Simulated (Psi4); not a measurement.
CHO2, doublet, at a GFN2-xTB geometry; B3LYP/cc-pVDZ run with Psi4 1.11.

Psi4 was given this input:
```
memory 2 GB

molecule mol {
0 2
O    -1.033001   -0.394127   -0.001684
C    -0.027094    0.410480   -0.012843
O     1.156494    0.255967    0.007521
H    -0.825381   -1.357600    0.030367
}

set {
  basis cc-pvdz
  reference uks
  scf_type pk
  puream true
  d_convergence 1e-8
  dft_radial_points 99
  dft_spherical_points 590
}

energy('b3lyp')
print_variables()
```

Output, abridged:

```
   => Loading Basis Set <=

    Name: CC-PVDZ
    Role: ORBITAL
    Keyword: BASIS

         ---------------------------------------------------------
                                   SCF
               by Justin Turney, Rob Parrish, Andy Simmonett
                          and Daniel G. A. Smith
                              UKS Reference
         ---------------------------------------------------------

  ==> Geometry <==

    Molecular point group: c1
    Full point group: C1

    Geometry (in Angstrom), charge = 0, multiplicity = 2:

       Center              X                  Y                   Z               Mass
    ------------   -----------------  -----------------  -----------------  -----------------
         O           -1.051186222573    -0.424076990821    -0.001013985949    15.994914619570
         C           -0.045279222573     0.380530009179    -0.012172985949    12.000000000000
         O            1.138308777427     0.226017009179     0.008191014051    15.994914619570
         H           -0.843566222573    -1.387549990821     0.031037014051     1.007825032230

  Running in c1 symmetry.

  Rotational constants: A =      5.23584  B =      0.38935  C =      0.36240 [cm^-1]
  Rotational constants: A = 156966.62427  B =  11672.32593  C =  10864.42721 [MHz]
  Nuclear repulsion =   63.409228120531566

  Charge       = 0
  Multiplicity = 2
  Electrons    = 23
  Nalpha       = 12
  Nbeta        = 11

  ==> Algorithm <==

  SCF Algorithm Type is PK.
  DIIS enabled.
  MOM disabled.
  Fractional occupation disabled.
  Guess Type is SAD.
  Energy threshold   = 1.00e-06
  Density threshold  = 1.00e-08
  Integral threshold = 1.00e-12

  ==> Primary Basis <==

  Basis Set: CC-PVDZ
    Blend: CC-PVDZ
    Number of shells: 21
    Number of basis functions: 47
    Number of Cartesian functions: 50
    Spherical Harmonics?: true
    Max angular momentum: 2

  ==> DFT Potential <==

   => LibXC <=

    Version 7.1.2
    S. Lehtola, C. Steigemann, M. J. T. Oliveira, and M. A. L. Marques,  SoftwareX 7, 1–5 (2018) (10.1016/j.softx.2017.11.002)

   => Composite Functional: B3LYP <=

    B3LYP Hyb-GGA Exchange-Correlation Functional

    P. J. Stephens, F. J. Devlin, C. F. Chabalowski, and M. J. Frisch,  J. Phys. Chem. 98, 11623 (1994) (10.1021/j100096a001)

    Deriv               =              1
    GGA                 =           TRUE
    Meta                =          FALSE

    Exchange Hybrid     =           TRUE
[...]
      Nbeta    =   11.0000000091 ; deviation = 9.061e-09
      Ntotal   =   23.0000000088 ; deviation = 8.752e-09

   @Spin Contamination Metric:   2.815250801E-03
   @S^2 Expected:                7.500000000E-01
   @S^2 Observed:                7.528152508E-01
   @S   Expected:                5.000000000E-01
   @S   Observed:                5.000000000E-01

    Orbital Energies [Eh]
    ---------------------

    Alpha Occupied:

[...]
    Alpha Virtual:

[...]
    Beta Occupied:

[...]
    Beta Virtual:

[...]
    Final Occupation by Irrep:
              A
    DOCC [    11 ]
    SOCC [     1 ]
    NA   [    12 ]
    NB   [    11 ]

  @UKS Final Energy:  -189.10587467507736

   => Energetics <=

    Nuclear Repulsion Energy =             63.4092281205315658
    One-Electron Energy =                -383.9242542477472853
    Two-Electron Energy =                 149.9594966057474039
    DFT Exchange-Correlation Energy =     -18.5503451536090438
    Empirical Dispersion Energy =           0.0000000000000000
    VV10 Nonlocal Energy =                  0.0000000000000000
    Total Energy =                       -189.1058746750773594

  UHF NO Occupations:
  HONO-2 :   10  A 1.9996652
  HONO-1 :   11  A 1.9991894
  HONO-0 :   12  A 1.0000000
  LUNO+0 :   13  A 0.0008106
  LUNO+1 :   14  A 0.0003348
  LUNO+2 :   15  A 0.0001929
  LUNO+3 :   16  A 0.0000374

Computation Completed

Properties will be evaluated at   0.000000,   0.000000,   0.000000 [a0]

Properties computed using the SCF density matrix

 Multipole Moments:

 ------------------------------------------------------------------------------------
     Multipole            Electronic (a.u.)      Nuclear  (a.u.)        Total (a.u.)
 ------------------------------------------------------------------------------------

 L = 1.  Multiply by 2.5417464519 to convert [e a0] to [Debye]
 Dipole X            :          0.3165843           -0.7903990           -0.4738146
 Dipole Y            :          0.5091676           -1.3017374           -0.7925699
 Dipole Z            :         -0.0112962            0.0291307            0.0178346
 Magnitude           :                                                    0.9235721

 ------------------------------------------------------------------------------------

  Variable Map:
  ----------------------------------------------------------------------------
[...]
  Array Variable Map:
  ----------------------------------------------------------------------------
[...]
[...]
```
